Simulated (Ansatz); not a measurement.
SnSe, closed-shell singlet (the spin of the measured ground state), most abundant isotopes (79.9165 and 119.9022 u). Constants from fifth-degree fits in 1/R to seven points on the lowest solution found; no spin–orbit coupling, no relativity up to Kr; ω_e x_e and α_e move by some per cent with the fit.

Correlated levels freeze the inner cores; with def2 sets outer-core shells near the valence are correlated too. CBS(a, b) extrapolates the correlation energy as X⁻³ and adds the Hartree–Fock energy of set b.

Run with Ansatz (Gaussian orbitals). Each number belongs to the level named beside it. In def2 rows elements past Kr take small-core potentials, without spin–orbit coupling.

At CCSD(T)/CBS(def2-TZVPP, def2-QZVPP): B₀ = 0.065073 cm⁻¹, fundamental 333 cm⁻¹.

**Question.** Taking the state as ¹Σ, work out the ideal-gas entropy and heat capacity at 298.15 K and 1 bar (rigid rotor, harmonic oscillator at the fundamental, no nuclear spin).

**Answer.** 
Translation: S = R(1.5 ln M + 2.5 ln T − 1.1517) with M = 199.819 u gives 174.92 J/(mol K). Rotation: q = kT/(σhcB₀) = 3184.5 with σ = 1 and hc/k = 1.43878 cm K, S = R(ln q + 1) = 75.38. Vibration: u = hcν/kT = 1.609, S = R(u/(eᵘ − 1) − ln(1 − e⁻ᵘ)) = 5.20. Sum S° = 255.5 J/(mol K). C_p = 7R/2 + R u² eᵘ/(eᵘ − 1)² = 35.83 J/(mol K).

Ansatz is a program for electronic structure.
